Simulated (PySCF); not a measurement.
Molecule: SMILES C[CH2][Sn]([F])([F])[CH2]C. Atoms near the plane z = 0.0 Å, at the GFN2-xTB optimised geometry (x, y, z in Å): C1 (-2.4, -0.1, 0.1), C2 (-1.2, 0.8, 0.0), Sn3 (0.7, -0.5, 0.0), C6 (3.0, -0.5, 0.0), H8 (-2.4, -0.8, -0.8), H9 (-3.3, 0.5, 0.1), H10 (-2.4, -0.7, 1.0), H11 (-1.1, 1.4, 0.9), H12 (-1.1, 1.4, -0.9), H13 (3.2, -1.4, -0.5), H14 (3.3, 0.4, -0.6).

Computed with PBE0/def2-SVP, def2 effective core potentials past Kr in PySCF. The core electrons that the potentials of Sn replace are not part of the density. Cells within 0.4 Å of a nucleus heavier than hydrogen are left out (blank, or x). The values are rescaled to run from 0 to 1.

```
|000000000000000000000000000|
|000000000000000000000000000|
|000000000000000000000000000|
|000000000000000000000000000|
|000000000000000000000000000|
|000000000000000000000000000|
|000000000111100000000000000|
|000000012233210000000000000|
|000001123444321100000000000|
|000123334566533221111210000|
|001244545677654333233332100|
|0023566667xx655544445543200|
|0024677777x7666665566654210|
|0023567xx766679976667764321|
|0013457x765568xx9667xx64321|
|000234676544579x8667x764321|
|000123455433467765567754321|
|000012333322445554456653210|
|000001122112334433334432100|
|000000000000122222122221000|
|000000000000011110001100000|
|000000000000000000000000000|
|000000000000000000000000000|
|000000000000000000000000000|
|000000000000000000000000000|
|000000000000000000000000000|
|000000000000000000000000000|
```
Scale: ten equal steps from 0.000 (start of '0') to 1.00 (end of '9'), in the order '0123456789'; x runs from -5.50 to 5.50, y from -5.50 (bottom) to 5.50 (top).

**Question.** Which quantity is mapped?
(A) electrostatic potential
(B) Laplacian of the electron density
(C) log10 of the electron density
(D) deformation density (molecule minus spherical neutral atoms)

**Answer.** C, log10 of the electron density. In full: log10 of the electron density (e/bohr³), floored at −4.
